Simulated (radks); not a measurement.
Results of a calculation; reference values are marked as such.
Initial-state core-level shifts of the gallium ion Ga3+ when its valence configuration changes from [Ar] 3d10. Level of theory: scalar-relativistic Kohn-Sham, PBEsol, spin-unpolarised, spherical densities, point nucleus (a radial shooting solver on a logarithmic mesh with Libxc functionals). Shifts are changes of the shell-averaged eigenvalues in eV (positive: less bound).

valence               1s       2s       2p       3s
3d9 4s1          -10.288  -11.396  -11.302   -9.543
3d8 4s2          -21.645  -24.019  -23.826  -19.714
3d8 4p2          -24.499  -26.812  -26.602  -22.582
3d9 4p1          -11.790  -12.850  -12.750  -11.055
3d7.5 4s0.5 4p2  -30.503  -33.522  -33.260  -27.804
3d7.5 4s1.5 4p1  -29.124  -32.165  -31.912  -26.418
